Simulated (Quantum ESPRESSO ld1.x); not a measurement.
Values are calculated unless marked as measured or tabulated.
Task: Species: Eu XL. Configuration: [Ne] 3s2 3p4 3d6 4d2 (not the ground configuration). Level of theory: Dirac Kohn-Sham, LDA (Slater exchange, Perdew-Wang correlation), spin-unpolarised, spherical densities, point nucleus; open shells fill j = l - 1/2 first (ld1.x of Quantum ESPRESSO 7.5). Some entries of the table are withheld. Estimate them.

orbital,occ.,eigenvalue (hartree),r(max) (bohr),<1/r> (bohr^-1)
1s1/2,2,-1851.21,(1),(2)
2s1/2,2,-365.348,0.081,(3)
2p1/2,2,(4),0.061,16.78
2p3/2,4,(5),0.067,14.90
3s1/2,2,-129.563,0.222,6.455
3p1/2,2,-123.822,0.209,(6)
3p3/2,2,-118.263,0.219,(7)
3d3/2,4,-108.984,(8),5.778
3d5/2,2,-107.711,(9),5.658
4d3/2,2,-56.3442,0.446,2.943
4d5/2,0,-55.8942,0.453,2.900

Result: 
(1) 1s1/2 r(max) (bohr): 0.014
(2) 1s1/2 <1/r> (bohr^-1): 70.20
(3) 2s1/2 <1/r> (bohr^-1): 16.81
(4) 2p1/2 eigenvalue (hartree): -351.232
(5) 2p3/2 eigenvalue (hartree): -327.139
(6) 3p1/2 <1/r> (bohr^-1): 6.383
(7) 3p3/2 <1/r> (bohr^-1): 5.902
(8) 3d3/2 r(max) (bohr): 0.172
(9) 3d5/2 r(max) (bohr): 0.175
